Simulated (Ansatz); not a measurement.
Molecule: sum formula H₇SiN₃O, charge 0, multiplicity 1. 
Geometry from a B3LYP-D3(BJ)/def2-TZVP (Ansatz, an electronic-structure program) optimisation:
SMILES: N[Si](N)(N)O
```xyz
12

N     -0.8475     1.3838    -0.5632
Si    -0.0011     0.0044    -0.0139
N     -1.1967    -1.1833     0.2732
N      0.9196    -0.0129     1.4433
O      1.1050    -0.1937    -1.2296
H     -1.6142     1.7785    -0.0458
H     -0.3994     2.0570    -1.1619
H     -0.9787    -2.0404     0.7541
H     -1.9672    -1.2921    -0.3655
H      1.7672     0.5298     1.5030
H      0.4419    -0.0250     2.3311
H      1.7983    -0.8347    -1.0569
```

Total electronic energies in hartree. Cores are frozen in the correlated levels unless marked. No spin-orbit coupling. Non-relativistic. CBS(X,Y): correlation extrapolated as X^-3; Hartree-Fock from the larger set. The bracket is a focal-point correction in the basis named.

```
level                                                                             program  energy (Eh)
-------------------------------------------------------------------------  --------------  -----------
HF/aug-cc-pV(T+d)Z                                                                 Ansatz   -531.51710
BHLYP-D4/def2-TZVPD                                                        Ansatz + dftd4          ___
MP2/cc-pVTZ                                                                        Ansatz   -532.50899
MP2/cc-pwCVTZ                                                                      Ansatz   -532.53709
RI-MP2/cc-pV(Q+d)Z                                                                 Ansatz   -532.61776
CCSD/cc-pV(Q+d)Z                                                                   Ansatz   -532.63615
CCSD(T)/aug-cc-pV(T+d)Z                                                            Ansatz   -532.61446
RI-MP2/CBS(aug-cc-pV(T+d)Z,aug-cc-pV(Q+d)Z)+[CCSD(T)-MP2]/aug-cc-pV(Q+d)Z          Ansatz    -532.7367
CCSD(T)/CBS(aug-cc-pV(T+d)Z,aug-cc-pV(Q+d)Z)                                       Ansatz    -532.7318
```

Q: Complete the blanks.

A: 
- BHLYP-D4/def2-TZVPD, energy (Eh): -533.35197
